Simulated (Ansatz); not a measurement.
Two structures of GeH5Br, closed shell, reached by relaxing down either side of one saddle point (PBE0-D4/def2-TZVP). Energies are electronic, without zero-point energy. Program: Ansatz 0.2.0. Basis: def2-TZVPP and def2-QZVPP. Cores are frozen in the correlated methods. Filled d shells of the heavier atoms are correlated. The def2 sets are not built for correlating such inner shells, so the correlated values are less sure here. Extrapolation: Hartree–Fock as exp(−7.88 √X), correlation as X^−2.97. First:

Ge1  (-0.299, -1.165, 0.010)
Br2  (1.849, -0.429, 0.437)
H3  (-0.222, -2.104, -1.197)
H4  (-1.149, 0.074, -0.287)
H5  (-0.782, -1.897, 1.266)
H6  (0.545, 2.487, -0.042)
H7  (0.058, 3.034, -0.185)
(Å)

Second:

Ge1  (-0.999, -0.282, -0.207)
Br2  (3.136, 0.443, 0.681)
H3  (-0.367, -1.162, -1.290)
H4  (-2.457, 0.031, -0.562)
H5  (-0.924, -0.984, 1.153)
H6  (1.832, 0.909, 0.350)
H7  (-0.220, 1.045, -0.125)
(Å)

Question: Which bonds change from the first to the second?

Answer: GeH₃Br ([GeH3][Br]) + H₂ → GeH₄ + HBr; bonds formed: Ge1–H7, Br2–H6; bonds broken: Ge1–Br2, H6–H7.

Question: Give the saddle point's structure and its height above each. (To be estimated.)

Answer: The calculation gives: 54.73 kcal/mol above the first and 41.24 kcal/mol above the second (CCSD(T) at an estimated basis limit (MP2 extrapolated from triple and quadruple zeta, plus CCSD(T) − MP2 in triple zeta)).
Ge1  (-0.490, -0.406, -0.082)
Br2  (2.236, -0.081, 0.516)
H3  (0.012, -1.195, -1.282)
H4  (-1.861, 0.227, -0.440)
H5  (-0.579, -1.005, 1.314)
H6  (0.738, 1.079, 0.088)
H7  (-0.057, 1.379, -0.115)
(Å)

No T1 diagnostic of these runs exceeds 0.011.

Labels in which every atom is bracketed show which atoms are joined, not bond orders.

For scale, one of the runs: CCSD(T)/def2-TZVPP, 166 basis functions (an equivalent command: `ansatz run in.yaml --threads 4`). Hardware: 4 CPU threads, shared host. Wall time 52 s; peak host memory 1.4 GiB.
